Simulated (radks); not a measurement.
Values are calculated unless marked as measured or tabulated.
Ionisation of Cs, [Xe] 6s1, to Cs+, [Xe], under several functionals. Dirac Kohn-Sham, spin-unpolarised, spherical densities, point nucleus; a radial shooting solver on a logarithmic mesh with Libxc functionals.

| functional | E(Cs) (hartree) | Exc (hartree) | IE (eV) | -e(HOMO) (eV) | <r> HOMO (bohr) | IE error (eV) |
|---|---|---|---|---|---|---|
| LDA (Slater exchange, Perdew-Wang correlation) | -7784.1735 | -186.5004 | 3.996 | 2.225 | 5.544 | +0.102 |
| Wu-Cohen GGA | -7789.4538 | -191.8448 | 3.735 | 2.036 | 5.726 | -0.159 |
| revPBE | -7790.5325 | -192.9357 | 3.798 | 2.028 | 5.785 | -0.096 |
| OLYP | -7793.2223 | -195.7500 | 3.784 | 1.809 | 5.910 | -0.110 |
| LDA (Slater exchange, VWN5 correlation) | -7784.1957 | -186.5230 | 3.995 | 2.223 | 5.545 | +0.101 |

NIST Atomic Spectra Database: 3.894 eV (measured). Closest: revPBE. The Delta-SCF values span 0.26 eV, the total energies 9.05 hartree. The highest occupied level is 6s1/2. Spin polarisation and multiplet splitting are left out, so open shells lie too high by an amount that depends on their filling.

Beside tabulated values, note that spin-unpolarised runs miss the spin-polarisation part of the exchange energy of open shells.
